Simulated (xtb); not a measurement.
Ag2, SMILES [Ag][Ag], multiplicity 1. All values are semi-empirical tight-binding results from xtb (GFN2-xTB unless named), good for trends rather than for accurate numbers. The structure is a stationary point at GFN2-xTB. The multiplicity is an assumed one; other spin states were not compared.

For metal compounds this method's bond lengths and energies can be far off.

```
Item                           Value
---------------------------  -------
point group as xtb finds it      D∞h
orbital gap                  2.38 eV
```
